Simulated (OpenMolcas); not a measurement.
**In+: from CASSCF to CASPT2**

| Property | Result |
| --- | --- |
| Program | OpenMolcas |
| Basis | ANO-RCC-VQZP [8s7p5d3f2g] |
| Scalar Hamiltonian | DKH2, point nucleus |
| Active space | 2 electrons in 8 orbitals (5s 5p 6s 6p) |
| State averaging | 2S+1 = 3 even, 3 roots; 2S+1 = 1 even, 7 roots; 2S+1 = 3 odd, 3 roots; 2S+1 = 1 odd, 3 roots |
| Spin-orbit coupling | state interaction with AMFI integrals over the reference wave functions, term energies averaged over their components |

Methods on the same reference wave functions:
A. CASSCF
B. SS-CASPT2, IPEA 0.25 Eh, imaginary shift 0.1 Eh (closed shells correlated: 4d)
C. MS-CASPT2, IPEA 0.25 Eh, imaginary shift 0.1 Eh (closed shells correlated: 4d)

Energies in cm-1 above 5s2 1S0, the measured ground level; measured values from NIST Handbook of Basic Atomic Spectroscopic Data.

| Level | A | B | C | Measured |
| --- | --- | --- | --- | --- |
| 5s2 1S0 | 0.0 | 0.0 | 0.0 | 0.0 |
| 5s 5p 3P* 0 | 37960 | 41270 | 41590 | 42276 |
| 5s 5p 3P* 1 | 38916 | 42210 | 42520 | 43351 |
| 5s 5p 3P* 2 | 40956 | 44260 | 44580 | 45830 |
| 5s 5p 1P* 1 | 66730 | 61830 | 62150 | 63038 |
| 5p2 3P0 | 97249 | 101160 | 101480 | 101608 |
| 5p2 3P1 | 98199 | 102110 | 102430 | 103249 |

Deviations, from unrounded energies. A percentage is the sum of absolute deviations over the sum of measured energies, with the sign that they share, or ± where signs differ.

```csv
Against measurement,Levels,A,B,C
mean absolute deviation (cm-1),6,4500,1100,770
other configurations (%),6,±6.7,-1.6,-1.2
```

C lies closest to measurement on these levels and A furthest from it. The largest miss of C in the table is 5s 5p 3P* 2, by -1200 cm-1. The ranking rests on the paired levels alone, and a cruder setting can come out closer through cancelling errors.

Between B and C the level of the table that moves most is 5p2 3P0, by 320 cm-1 (lowest in B, highest in C). Moves below CASPT2's spread within the term are not significant.

The lowest spin-free term lies below A's lowest term by 0.438 hartree in B, 0.439 hartree in C.

Over all roots computed the reference weight is 0.86 to 0.94 in B, 0.86 to 0.94 in C; the roots of lowest weight are the least certain, and an intruder state may touch them. The run also gave levels led by 5s 6s, which use shells meant for correlation; these and all levels above them are left out. The ¹D term of p² mixes with s d, which this space lacks. Without dynamic correlation excited terms often stand tens of per cent too high (terms of higher spin than the ground term too low), and those without a measured partner can miss by more than the paired ones (holds for A). Measured partners are found by configuration, term and J. A level has none where our copy of the source lacks it or the pairing is in doubt (some pairs that miss far off the trend of their configuration count as doubtful), and it then counts in no deviation. Levels of configurations outside the active space are missing. The table leaves out levels that lie high or whose names do not pair safely across all columns.

* marks odd parity.
